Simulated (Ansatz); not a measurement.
Stepwise reaction of `CO[SiH](O)[SiH2]O` with hydrogen, as a gas-phase model of exchange steps in deposition or etching. ΔE in kJ/mol.

Computed with Ansatz on PBE0-D4/def2-TZVP structures; ΔE is electronic, products minus reactants. CCSD(T)/CBS is the MP2 limit (def2-TZVPP, def2-QZVPP) plus CCSD(T) − MP2 in def2-TZVPP, frozen cores. This one scheme is used for every species. Functionals use def2-TZVPP. B3LYP here is the variant with VWN-RPA as its local correlation; programs differ in this. Each species was taken in one conformer, which may not be the lowest.

| step | reaction | PBE-D4 | B3LYP-D4 | ωB97M-V | CCSD(T)/CBS |
| --- | --- | --- | --- | --- | --- |
| 2 | `CO[SiH2][SiH2]O` + H₂ → `CO[SiH2][SiH3]` + H₂O | 49.0 | 55.7 | 54.5 | 52.4 |

**Question.** Give the row of step 1, `CO[SiH](O)[SiH2]O` + H₂ → `CO[SiH2][SiH2]O` + H₂O. (An estimate is asked.)

**Answer.** Ansatz gave: 
```
step                                            reaction  PBE-D4  B3LYP-D4  ωB97M-V  CCSD(T)/CBS
   1  `CO[SiH](O)[SiH2]O` + H₂ → `CO[SiH2][SiH2]O` + H₂O    81.1      88.4     87.9         84.7
```

**Question.** By hand: ΔE of the 2 steps together at CCSD(T)/CBS.

**Answer.** (84.7) + (52.4) = 137.1 kJ/mol, or 68.5 kJ/mol a step.

In ΔE each step is lower than the one before. All are uphill at CCSD(T)/CBS. PBE-D4 differs from CCSD(T)/CBS by -3.6 to -3.4 kJ/mol a step. Isolated molecules leave out the surface, adducts and barriers. Largest T1 diagnostic: 0.012.
